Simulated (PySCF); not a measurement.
Name the molecule from its bond curve

A diatomic of charge 0 contains Ag. Its singlet curve at PBE0 in a double-zeta basis (scalar-relativistic core potentials, PySCF), in eV from the separated fragments:

```json
{"R (Å)": "1.698", "E (eV)": "-2.092"}
{"R (Å)": "1.778", "E (eV)": "-2.671"}
{"R (Å)": "1.857", "E (eV)": "-2.979"}
{"R (Å)": "1.916", "E (eV)": "-3.083"}
{"R (Å)": "1.975", "E (eV)": "-3.107"}
{"R (Å)": "2.034", "E (eV)": "-3.073"}
{"R (Å)": "2.113", "E (eV)": "-2.963"}
{"R (Å)": "2.212", "E (eV)": "-2.758"}
{"R (Å)": "2.330", "E (eV)": "-2.459"}
{"R (Å)": "2.489", "E (eV)": "-2.032"}
```

The fit gives ωe = 539 cm⁻¹ and the rotational constant Bₑ = 0.2699 cm⁻¹.

Q: Which atom is the partner?

A: The minimum lies at 1.968 Å, so the reduced mass is 16.8576 u Å² cm⁻¹/(Bₑ·Re²) = 16.13 u. With Ag at 106.91 u the partner weighs about 19.0 u: F. The molecule is AgF.

Spin–orbit coupling is left out.
